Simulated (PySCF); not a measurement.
# Reading the logs of faulty runs: AlBH5OSi

These are calculations, not measurements. The program is PySCF 2.14.0, an open-source quantum chemistry code, run on an isolated molecule that a program drew, which may never have been made. The molecule is AlBH5OSi (charge 0, doublet), drawn as the SMILES string `[OH][AlH][B][SiH3]`.

Each row is a Hartree-Fock (HF) and frozen-core CCSD(T) single point in the cc-pV(D+d)Z basis, meant for a local HF minimum. Run 1 is clean. Each other run has one planted mistake out of seven kinds, and not every kind appears here: one electron removed, one electron added, multiplicity raised by two, geometry at a saddle point, minimal basis STO-3G, one bond length entered in bohr, all coordinates scaled. The reference is restricted for singlets and unrestricted otherwise, and also for a bond in bohr. Adding or removing an electron swaps singlet and doublet. Electrons count all cores. HOMO and LUMO are orbital energies over both spins, the gradient is its largest component, and the lowest frequency (negative if imaginary) is given only where the gradient is small. Bond lengths are over the 8 bonds as drawn. T1 is the CCSD diagnostic: over 0.02 (restricted) or 0.045 (unrestricted) a single reference is doubtful.

Geometry of the clean run:
```xyz
9
AlBH5OSi, angstrom
O    -1.0088    2.1246   -3.1079
Al   -0.0856    0.7976   -3.6138
B     0.6915   -0.4334   -2.1287
Si    1.4785   -1.6890   -0.7668
H    -1.4325    2.7802   -3.6359
H     0.1573    0.5332   -5.1538
H     2.2441   -2.6991   -1.5442
H     2.4049   -1.0108    0.1730
H     0.4498   -2.3923    0.0387
```

| run | electrons | basis functions | <S^2> | HOMO (eV) | LUMO (eV) | gradient (hartree/bohr) | lowest frequency (cm^-1) | mean bond (Å) | longest bond (Å) | T1 | HF (hartree) | CCSD(T) (hartree) | mistake |
|---|---|---|---|---|---|---|---|---|---|---|---|---|---|
| 1 | 45 | 99 | 0.759 | -8.33 | 0.72 | 3.6e-05 | 52 | 1.5955 | 2.080 | 0.0155 | -633.29241 | -633.76426 | no fault |
| 2 | 45 | 99 | 3.760 | -8.49 | -1.17 | 1.2e-02 | - | 1.5955 | 2.080 | 0.0326 | -633.20974 | -633.67667 | multiplicity raised by two |
| 3 | 44 | 99 | 0.000 | -16.51 | -6.15 | 4.3e-02 | - | 1.5955 | 2.080 | 0.0203 | -633.02834 | -633.49074 | one electron removed |
| 4 | 46 | 99 | 0.000 | -0.65 | 6.41 | 3.6e-02 | - | 1.5955 | 2.080 | 0.0157 | -633.27487 | -633.78381 | one electron added |
| 5 | 45 | 99 | 0.765 | -8.29 | 0.66 | 5.7e-02 | - | 1.7439 | 2.273 | 0.0182 | -633.23589 | -633.71874 | ? |
| 6 | 45 | 33 | 0.768 | -5.62 | 6.97 | 5.5e-02 | - | 1.5955 | 2.080 | 0.0163 | -625.65259 | -625.82559 | ? |

**Which mistake was planted in run 5, and what did it cost?**

The mean and the longest bond both change by the same factor, 1.093, and the gradient is no longer small. So the mistake is: all coordinates scaled. Subtracting run 1 and multiplying by 627.51 kcal/mol a hartree, the energy moved by 35.5 kcal/mol in HF and 28.6 kcal/mol in CCSD(T).

**Which mistake was planted in run 6, and what did it cost?**

It has 33 basis functions where the clean run has 99, with the same electrons and geometry. So the mistake is: minimal basis STO-3G. Subtracting run 1 and multiplying by 627.51 kcal/mol a hartree, the energy moved by 4794.1 kcal/mol in HF and 4981.6 kcal/mol in CCSD(T).

Cautions from the logs. Run 3: T1 is over the limit, so its CCSD(T) energy is less reliable.
